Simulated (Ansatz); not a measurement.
Coupled-cluster diagnostics for BCl2(CN) (BCNCl2), Ansatz.

Geometry of the singlet (r2SCAN-D4/def2-SVP):

```xyz
5

B    -0.1247    0.4785   -0.1212
Cl   -1.7795    0.8507   -0.5060
Cl    1.1153    1.6980   -0.1391
C     0.2517   -0.9659    0.2448
N     0.5373   -2.0613    0.5215
```

Correlated methods freeze 13 core orbitals.

Question: Estimate the CCSD(T) correlation energy, the shares of MP2 and (T), T1 and the reference's ⟨S²⟩ for: charge 0, singlet, own geometry in def2-TZVPP; and the rough time on 4 threads of Arm Neoverse V1 on a shared host.

Answer: 
| state | basis | correlation (eV) | MP2 share (%) | (T) share (%) | T1 | ⟨S²⟩ (pure) | wall time |
| --- | --- | --- | --- | --- | --- | --- | --- |
| charge 0, singlet, own geometry | def2-TZVPP | -23.788 | 91.8 | 4.9 | 0.014 | 0.00 (0.00) | 30 s |
Customary marks for T1 are 0.02 (closed shells), 0.045 (open shells) and about 0.05 (3d metals). T1 stays under 0.02 throughout.
